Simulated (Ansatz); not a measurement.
The cluster Ga₂H₄⁻. Total charge -1; doublet. Geometry PBE0-D4/def2-TZVPD.

```csv
atom,x (Å),y (Å),z (Å)
Ga1,0.4521,1.0811,-0.2021
Ga2,-0.4559,-1.0793,0.2037
H3,2.0052,1.4609,-0.0426
H4,-2.0063,-1.4687,0.0429
H5,0.4074,-2.3498,0.6745
H6,-0.4027,2.3559,-0.6764
```

At LDA (SPW92)/def2-TZVPD, PBE-D4/def2-TZVPD, revPBE-D4/def2-TZVPD, r2SCAN-D4/def2-TZVPD and others the highest occupied level of the charge -1 doublet lies above zero (up to 0.89 eV). By energy differences its removal costs 1.54 eV (vertical, to the charge 0 singlet, at PBE0-D4/def2-TZVPD). The structure comes from a short search, and lower isomers may exist.

Q: Estimate the α-spin orbital energies around the gap (eV) in Ansatz with LDA (SPW92)/def2-TZVPD, PBE-D4/def2-TZVPD, revPBE-D4/def2-TZVPD, r2SCAN-D4/def2-TZVPD, B97M-V/def2-TZVPD.

A: 
```tsv
orbital	LDA (SPW92)/def2-TZVPD	PBE-D4/def2-TZVPD	revPBE-D4/def2-TZVPD	r2SCAN-D4/def2-TZVPD	B97M-V/def2-TZVPD
HOMO−9	-14.54	-14.23	-14.15	-14.76	-15.23
HOMO−8	-14.45	-14.14	-14.06	-14.66	-15.12
HOMO−7	-14.43	-14.11	-14.03	-14.64	-15.10
HOMO−6	-14.25	-13.93	-13.85	-14.45	-14.91
HOMO−5	-6.58	-6.40	-6.33	-6.87	-6.72
HOMO−4	-5.22	-5.06	-5.00	-5.46	-5.36
HOMO−3	-2.52	-2.43	-2.40	-2.74	-2.80
HOMO−2	-1.98	-1.92	-1.89	-2.20	-2.32
HOMO−1	-1.26	-1.15	-1.10	-1.36	-1.47
HOMO	0.74	0.83	0.88	0.56	0.89
LUMO	2.75	2.91	2.97	3.01	3.04
LUMO+1	3.17	3.24	3.22	3.82	3.29
LUMO+2	3.44	3.49	3.51	4.07	3.44
LUMO+3	4.25	4.36	4.40	4.89	4.35
LUMO+4	4.43	4.56	4.57	4.94	4.65
LUMO+5	4.52	4.59	4.61	4.99	4.66
β HOMO	-1.08	-0.95	-0.90	-1.19	-1.24
β LUMO	1.34	1.66	1.79	1.98	1.50
```
